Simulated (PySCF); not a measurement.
O₃W, SMILES [O]=[W](=[O])=[O] (connectivity only; charge and spin as stated), charge -1, multiplicity 2.

Coordinates come from a B3LYP-D3(BJ)/def2-SVPD optimisation. The multiplicity is an assumed one; other spin states were not compared. The isomer is the one that the SMILES or the coordinates give; other isomers of the formula were not compared. The def2 effective core potentials stand for the cores of W; spin–orbit coupling is left out.

The numbers are results of PySCF with ωB97X/def2-TZVPD, not measurements.

Gas-phase values at a fixed geometry.

Task: Estimate the frontier levels, dipole moment and polarisability. (An estimate is asked for; the answer gives what the named calculation found.)

Result: 
```yaml
"α spin, highest occupied and lowest empty level": -4.06 and 4.83 eV
"β spin, highest occupied and lowest empty level": -5.63 and 3.13 eV
dipole_moment_about_the_centre_of_nuclear_charge: 0.428 e·Å
mean_static_polarisability: 61.0 bohr³ (9.04 Å³)
polarisability_principal_values: 56.5, 63.2, 63.2 bohr³
"⟨S²⟩": 0.753 (pure state 0.75)
```
